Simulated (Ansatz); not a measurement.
Species: diphosphane, P₂H₄ (charge 0, singlet). 
Structure (B3LYP-D3(BJ)/def2-TZVP (Ansatz, a program for electronic structure) minimum search):
```xyz
6

P     -1.0203    -0.4713    -0.0535
P      1.0203     0.4711     0.0549
H     -1.5176     0.2567     1.0604
H     -1.5148     0.4895    -0.9757
H      1.5219    -0.4987     0.9637
H      1.5105    -0.2449    -1.0699
```

Basis-set convergence of Hartree-Fock and CCSD correlation energies (hartree) with Ansatz. Correlated levels leave the core frozen unless marked. Spin-orbit coupling is left out. Non-relativistic.

```json
[
 {"basis": "def2-SVP", "functions": "56", "E(HF)": "-683.57718", "E(corr, CCSD)": "-0.29224"},
 {"basis": "def2-TZVPP", "functions": "140", "E(HF)": "-683.81697", "E(corr, CCSD)": "-0.36422"},
 {"basis": "def2-QZVPP", "functions": "260", "E(HF)": "-683.83685", "E(corr, CCSD)": "-0.38413"}
]
```

Extrapolating the two largest sets (X = 3 and 4) as X^-3: E(corr) = (64·(-0.38413) - 27·(-0.36422))/37 = -0.3987 Eh, an estimate of the basis-set limit. The largest set recovers 96.4 % of it, the smallest 73.3 %.
